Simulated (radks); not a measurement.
Values are calculated unless marked as measured or tabulated.
Task: These are the eigenvalues of the occupied orbitals of an atom or ion with whole-number occupations (hartree). Code: a radial shooting solver on a logarithmic mesh with Libxc functionals. Model: scalar-relativistic Kohn-Sham, PBEsol, spin-polarised, spherical densities, finite nucleus; Fermi nuclear charge, rms radius of each element as measured or else 0.836 A^(1/3) + 0.57 fm.

1s up: -2881.251
1s down: -2881.251
2s up: -507.1864
2s down: -507.1831
2p up: -439.9175
2p down: -439.9147
3s up: -120.0287
3s down: -120.0272
3p up: -100.4284
3p down: -100.4268
3d up: -79.12027
3d down: -79.11773
4s up: -26.70421
4s down: -26.70082
4p up: -20.27165
4p down: -20.26839
4d up: -12.44576
4d down: -12.44190
4f up: -3.74043
4f down: -3.73491
5p up: -3.07111
5p down: -3.04513
5d up: -1.09437
5d down: -1.06600
6d up: -0.20350

Which element is it, and in what charge state? The configuration may be excited. Open shells, if any, are filled with parallel spins first.

Result: Z = 78, platinum, charge +1: Pt+ in [Kr] 4d10 4f14 5p6 5d9 6d2. The list shows which subshells hold electrons but not how many an open one holds; the 1s level, -2881.3 hartree, gives Z - s = 75.9 by -(Z - s)^2/2, which with screening and relativity narrows Z to a few neighbours, and the depths of the outer levels then fix element, charge and occupations together.
